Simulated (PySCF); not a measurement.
# SrF from Hartree–Fock to correlated methods

State: ²Σ⁺ (doublet), unpaired electrons σ ↑. Set-up: Sr def2-TZVPP with ECP28, F def2-TZVPP; scalar-relativistic core potentials (PySCF 2.14). De refers to Sr + F in their high-spin ground configurations, without counterpoise correction. The functionals are run spin-unrestricted. A positive dipole means Sr(−)F(+).

```tsv
Level	Re (Å)	ωe (cm⁻¹)	De (eV)	μ (D)	CPU s a point (SCF and correlation, without the integrals)
UHF	2.108	487	4.02	-3.23	0.55
UHF-MP2	2.092	482	5.46	n/a	1.1
UHF-SCS-MP2	2.099	480	5.23	n/a	n/a
UHF-CCSD	2.095	483	4.99	n/a	n/a
UHF-CCSD(T)	2.093	484	5.07	n/a	63
PBE	2.076	493	5.75	-3.36	1.4
PBEsol	2.058	507	5.99	-3.29	0.78
r²SCAN	2.074	502	5.78	-3.39	1.9
TPSSh	2.078	500	5.53	-3.14	2.3
r²SCANh	2.072	504	5.64	-3.43	2.2
PBE0	2.069	502	5.44	-3.33	2.3
HSE06	2.071	502	5.43	-3.47	1.8
BHandHLYP	2.081	500	5.03	-3.74	1.2
```

(1) Which functional lies closest to UHF-CCSD(T) in De, which farthest, and by how much do they differ from it?

(2) What does a quarter of exact exchange do here, going from PBE to PBE0?

(3) What does all correlation do here, going from UHF to UHF-CCSD(T)?

Correlated steps freeze 1 core orbital. Spin–orbit coupling is left out. The state is the lowest determinant that a PBE0 search found; another state may lie lower at other levels.

The whole job (state search and all levels along the bond) took about 12 min on 1 thread of Arm Neoverse N1 (shared host), peak memory 1.6 GiB.

Answers

(1) Closest is BHandHLYP (-1.2 pm in Re, +3.3 % in ωe, -0.04 eV in De against UHF-CCSD(T) in the same basis), farthest PBEsol (-3.5 pm in Re, +4.8 % in ωe, +0.92 eV in De). CCSD(T) converges more slowly with the basis than the functionals do and binds too weakly in this one, so the order can change at the basis-set limit.

(2) PBE0 less PBE: -0.7 pm in Re, +1.8 % in ωe, -0.31 eV in De. Exact exchange removes part of the self-interaction that spreads semilocal densities, and in most molecules shortens and stiffens the bond and lowers De; so it does here.

(3) UHF-CCSD(T) less UHF: -1.5 pm in Re, -0.6 % in ωe, +1.05 eV in De. Correlation nearly always deepens the well. The bond shortens, as in weak, metallic or heavy-atom bonds, where dispersion and the correlation of outer-core electrons pull the atoms together.
